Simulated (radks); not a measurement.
The bromine ion Br2+ inside a hard spherical wall (all orbitals vanish at R), configuration held at [Ar] 3d10 4s2 4p3 and not refilled when levels cross. Method: scalar-relativistic Kohn-Sham, PBEsol, spin-polarised, spherical densities, finite nucleus; open shells are filled with parallel spins first; Fermi nuclear charge, rms radius 4.1629 fm; computed with a radial shooting solver on a logarithmic mesh with Libxc functionals. Eigenvalues in eV for spin up, with the zero of energy where the potential of the charges vanishes at infinity; a dash marks a level that is unbound or too diffuse for the functional's potential to be trusted. A positive occupied level is held by the wall or, in an anion where self-interaction has pushed it up, behind a barrier. The pressure on the wall is -dE/dV.

| R (bohr) | E (hartree) | kinetic (hartree) | e(3p) | e(3d) | e(4s) | e(4p) | e(5s, empty) | e(4d, empty) | pressure (GPa) |
|---|---|---|---|---|---|---|---|---|---|
| free | -2603.45836 | 2659.594 | -197.29 | -90.749 | -43.054 | -29.426 | -12.212 | -12.202 | 0 |
| 20 | -2603.45836 | 2659.594 | -197.29 | -90.749 | -43.054 | -29.426 | -12.212 | -12.202 | < 0.0001 |
| 15 | -2603.45836 | 2659.594 | -197.29 | -90.749 | -43.054 | -29.426 | -12.212 | -12.202 | < 0.0001 |
| 8 | -2603.45835 | 2659.594 | -197.29 | -90.749 | -43.054 | -29.425 | -12.100 | -12.181 | 0.000304 |
| 6 | -2603.45783 | 2659.601 | -197.26 | -90.723 | -43.035 | -29.404 | -10.941 | -11.903 | 0.0840 |
| 3.5 | -2603.26991 | 2660.886 | -194.15 | -87.656 | -40.684 | -26.373 | 11.341 | -4.627 | 80.8 |
| 3 | -2602.88162 | 2662.885 | -190.44 | -84.020 | -37.284 | -21.946 | 32.467 | 2.918 | 335 |
| 2.5 | -2601.68302 | 2667.953 | -183.15 | -76.873 | -28.572 | -10.988 | 76.458 | 19.128 | 1510 |
| 1.5 | -2581.78969 | 2732.911 | -132.45 | -24.429 | 86.056 | 116.44 | 451.32 | 162.96 | 65600 |
